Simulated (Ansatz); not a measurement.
Reactions of `FC(F)C(F)(F)C(F)C(F)(F)F`.

Program: Ansatz. Geometries: PBE0-D4/def2-TZVP. ΔE: electronic, gas phase. CBS: MP2 limit from def2 TZ/QZ plus the TZ coupled-cluster correction, frozen cores. This one scheme is used for every species, atoms too. For atomizations the MP2-based limit and the directly extrapolated one differ by several kJ/mol either way, and by 10 to 25 for some Ge, Se and Sn compounds, so smaller differences from it don't rank the levels. Functionals use def2-TZVPP. Open shells (•) are unrestricted, without spin–orbit coupling. Spin–orbit coupling would lower the free atoms: a little for C, F. Each species was taken in one conformer, which may not be the lowest.

```
                                                                                reaction  ωB97M-V (eV)
       `FC(F)C(F)(F)C(F)C(F)(F)F` + `CC(F)(F)F` → `FC(F)C(F)(F)CC(F)(F)F` + `FCC(F)(F)F`         -0.07
                         `FC(F)C(F)(F)C(F)C(F)(F)F` + H₂ → `FC(F)C(F)C(F)(F)C(F)F` + H–F         -0.51
                                 `FC(F)C(F)(F)C(F)C(F)(F)F` → `FCC(F)(F)C(F)(F)C(F)(F)F`          0.08
                              `FC(F)C(F)(F)C(F)C(F)(F)F` → `FC(F)C(F)(F)C(F)F` + `F[C]F`          2.66
                                         `FC(F)C(F)(F)C(F)C(F)(F)F` → 4 C• + 8 F• + 2 H•         60.64
`FC(F)C(F)(F)C(F)C(F)(F)F` + `FCC(F)F` → `FC(F)[C@H](F)[C@@H](F)C(F)(F)F` + `FC(F)C(F)F`         -0.16
                              `FC(F)C(F)(F)C(F)C(F)(F)F` → `F[C]F` + `FC(F)C(F)C(F)(F)F`          2.40
```

Q: Give the CCSD(T)/CBS values in the same order. (Best estimate.)

A: Computed: -0.09, -0.67, 0.08, 2.68, 60.21, -0.18, 2.43 eV.

Largest T1 diagnostic: 0.017, for `F[C]F`.
